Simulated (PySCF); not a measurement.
# C(2+) (carbon, charge +2): UHF calculation

Configuration: [He] 2s2, closed-shell 1S. Computed with PySCF 2.14 in cc-pVDZ, with the non-relativistic Hamiltonian (point nucleus).

| Property | Result |
| --- | --- |
| Total energy | -36.400599 hartree |
| One-electron energy | -44.0634 hartree |
| Hartree (Coulomb) energy | 11.9578 hartree |
| Exchange energy | -4.2950 hartree |
| Kinetic energy | 36.08121 hartree |
| ⟨S²⟩ | 0.0000 |
| ⟨L²⟩ | 0.000 |
| Sum of ⟨r⟩ | 3.309 bohr |
| Sum of ⟨r²⟩ | 4.738 bohr² |
| Density at the nucleus (Gaussians lack the cusp) | 123 bohr⁻³ |
| Langevin diamagnetic susceptibility | -3.75 ×10⁻⁶ cm³/mol |
| Time after the integrals | 0.06 s of wall time on 1 thread of Neoverse-N1 (shared host) |

```json
{"shell": "1s", "electrons": "2", "mean orbital energy (hartree)": "-12.67536", "rms radius, mean of both spins (bohr)": "0.310"}
{"shell": "2s", "electrons": "2", "mean orbital energy (hartree)": "-1.69354", "rms radius, mean of both spins (bohr)": "1.51"}
```
